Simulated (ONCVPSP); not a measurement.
## What one change does to a pseudopotential (N, ONCV)

N (Z = 7), optimised norm-conserving Vanderbilt (ONCV), made with ONCVPSP 4.0.1 (LDA (Perdew-Wang 92), scalar-relativistic). Core [He], reference 2s2 2p3. Waves: 2s: rc 0.90 bohr, ncon 4, nbas 9, qcut 9.3 1/bohr, local; 2p: rc 2.35 bohr, ncon 4, nbas 7, qcut 5.7 1/bohr, 3 projectors, debl 0.6 Ha; d scattering state at 0.34 Ha: rc 2.05 bohr, ncon 5, nbas 9, qcut 5.2 1/bohr, 2 projectors, debl 1.8 Ha. Local part: the s channel. Core correction: Teter function, fcfact 4.25, rcfact 1.65.

Change: p: rc 2.66.

Cutoffs: the cutoffs (Ha) at which the residual kinetic energy of the hardest occupied pseudo-wave falls to 1 and 0.1 mHa per electron; they do not see the model core or the augmentation charge, which bear on the density cutoff. Errors are all-electron minus pseudo energies relative to the spin-unpolarised reference configuration.

Problem. Predict the effect on cutoff, ghosts and configuration errors.

Solution. The potential gets neither clearly harder nor softer (31 Ha and 39 Ha → 31 Ha and 39 Ha); of the 4 tests that both files solve, the error grows in 4 and shrinks in 0 by more than 15 % and 0.3 meV (median size 536.7 → 750.6 meV); neither file shows a bound ghost. More of the atom is replaced by a form fitted at one configuration, so other configurations suffer.

```csv
quantity,base,changed
"cutoff, loose",31 Ha,31 Ha
"cutoff, tight",39 Ha,39 Ha
loose cutoff by channel,"s 31 Ha, p 12 Ha","s 31 Ha, p 11 Ha"
bound ghosts,none,none
GHOST(+) flags under 300 eV,none,none
"error for 2s2 2p2, meV [ΔE 13.73 eV]",+132,+192
"error for 2s2 2p1, meV [ΔE 42.70 eV]",+942,+1309
"error for 2s2 2p0, meV [ΔE 89.87 eV]",+3238,+4354
"error for 2s2 2p2.5, meV [ΔE 5.17 eV]",+23,+34
s: phases at 0.91 bohr within 0.05 rad from the reference energy up to (Ha; the scan ends near 5),to the end of the scan,to the end of the scan
d: phases at 2.08 bohr within 0.05 rad from the reference energy up to (Ha; the scan ends near 5),to the end of the scan,to the end of the scan
"rms error of d²Exc/dni dnj with the model core, mHa",0.97,1.04
```
